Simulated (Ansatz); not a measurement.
Ansatz (an electronic-structure program) input (B2PLYP/def2-TZVPD):

Ansatz 0.2 input:
```yaml
crystal:
  periodic: [false, false, false]
  atoms:
    - {symbol: Cl, position_ang: [-0.02376922, 0.09891280, 2.41492263]}
    - {symbol: Ge, position_ang: [-0.00268822, 0.01118671, 0.27311966]}
    - {symbol: Br, position_ang: [2.05015803, -0.74987150, -0.42417250]}
    - {symbol: Br, position_ang: [-1.65187721, -1.42450313, -0.43297808]}
    - {symbol: Br, position_ang: [-0.38427796, 2.11610342, -0.56552124]}
basis:
  gaussian:
    orbitals: def2-TZVPD
hamiltonian:
  xc: {name: B2PLYP}
magnetization: {spin_polarized: false}
correlation: {electrons: outside_noble_gas}
```

End of the output:

```
integrals: 0.65 GiB planned
1713 factors; integrals over basis functions are off by at most 6.7e-4 eV
0.38 GiB of the device are held for the grids
2.11 GiB of device memory are held for the factors and their scratch space
mean field: 2.73 GiB planned
mean field evaluation 1: about -279127.8352 eV, gradient 2.5e1 eV
mean field evaluation 2: about -279127.9821 eV, gradient 2.6e1 eV
mean field evaluation 4: about -279129.4763 eV, gradient 1.8e0 eV
mean field evaluation 8: about -279129.4890 eV, gradient 2.5e-1 eV
mean field evaluation 16: about -279129.4891 eV, gradient 4.1e-5 eV
mean field -279129.48912321 eV, -10257.8195245147 hartree, gradient 1.2e-6 eV, S^2 0.000000; 0 other end points of the search recorded, 0 dependent functions left out
61 core orbitals not correlated
reference -279129.48931976 eV, -10257.8195317379 hartree; 16, 16 occupied and 194, 194 virtual orbitals, 1713 factors
second order -25.76530663 eV of doubles, -0.00000000 eV of singles
Total energy: -279136.44595255 eV, -10258.0751832776 hartree
```
